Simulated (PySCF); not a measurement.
Si(Me)(OH)2(SH) (CH6O2SSi), SMILES [Si](O)(C)(O)S.

Geometry optimised at PBE0-D3(BJ)/def2-SVP. One conformer was computed; it need not be the lowest.

Method: CAM-B3LYP/def2-TZVP (PySCF).

Isolated molecule, no solvent.

Problem. Estimate the frontier levels, gap, dipole moment and polarisability. (The exact figures need the calculation; the answer reports its results.)

Solution. 
* **highest occupied level**: -8.83 eV
* **lowest empty level**: 1.06 eV
* **orbital gap**: 9.89 eV
* **dipole moment**: 1.01 D
* **quadrupole, principal values (traceless, Buckingham form, about the centre of nuclear charge)**: -8.10, 3.11, 5.00 D·Å
* **mean static polarisability**: 60.2 bohr³ (8.93 Å³)
* **polarisability, principal values**: 54.1, 58.5, 68.1 bohr³
